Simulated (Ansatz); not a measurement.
Reaction (ligand exchange at the Hf–I bond): `[OH][Hf]([Cl])([Cl])[I]` + H₂Se → `[OH][Hf]([Cl])([Cl])[SeH]` + HI

Isolated molecules relaxed with PBE0-D4/def2-TZVP in Ansatz; ΔE leaves out vibrations. CCSD(T)/CBS adds triple-zeta CCSD(T) − MP2 to the extrapolated MP2 energy (def2 sets, frozen cores). Functionals use def2-TZVPP. B3LYP here is the variant with VWN-RPA as its local correlation; programs differ in this. def2 core potentials past Kr. For Hf, I, Se outer-core shells are correlated without core-valence functions, which leaves a few kJ/mol of doubt a bond. Scalar relativity is left out up to krypton. One conformer a species, not always the lowest.

`[OH][Hf]([Cl])([Cl])[I]`:

```xyz
6

O     1.364    0.065   -0.614
Hf   -0.350   -0.083    0.141
Cl   -1.851   -0.782   -1.504
Cl   -0.293   -1.655    1.864
I    -1.102    2.331    1.114
H     2.232    0.125   -1.002
```

H₂Se:

Cartesian coordinates in Å:
```
Se -0.522 0.361 -0.256
H 0.773 0.710 0.337
H -0.251 -1.070 -0.082
```

`[OH][Hf]([Cl])([Cl])[SeH]`:

Z-matrix (Å, degrees):
```
Hf
Cl 1 2.339
Cl 1 2.339 2 108.7
O 1 1.885 2 111.0 3 122.2
Se 1 2.575 2 109.7 3 -120.0
H 4 0.953 1 167.1 2 -60.6
H 5 1.471 1 88.6 2 -120.5
```

HI:

Cartesian coordinates in Å:
```
I -0.231 -0.096 0.765
H 0.231 0.096 -0.765
```

Task: Is it downhill or uphill in electronic energy at CCSD(T)/CBS, and by how much? (Estimate.)

Result: Computed: Uphill: ΔE = +0.53 eV.

Task: What do these levels give: B3LYP-D4, r2SCAN, PBE0, MP2/def2-TZVPP, CCSD/def2-TZVPP, SCS-MP2/def2-QZVPP? (An estimate is asked.)

Result: Computed: B3LYP-D4 0.51, r2SCAN 0.52, PBE0 0.52, MP2/def2-TZVPP 0.57, CCSD/def2-TZVPP 0.52, SCS-MP2/def2-QZVPP 0.57 eV.

Largest T1 diagnostic among the species: 0.014.

In def2-TZVPP, CCSD(T) changes the Hartree–Fock value by −0.10 eV (the triples alone add −0.00 eV) and MP2 by −0.04 eV. From PBE to PBE0 (25 % exact exchange), in def2-TZVPP and without D4, ΔE moves by +0.03 eV.
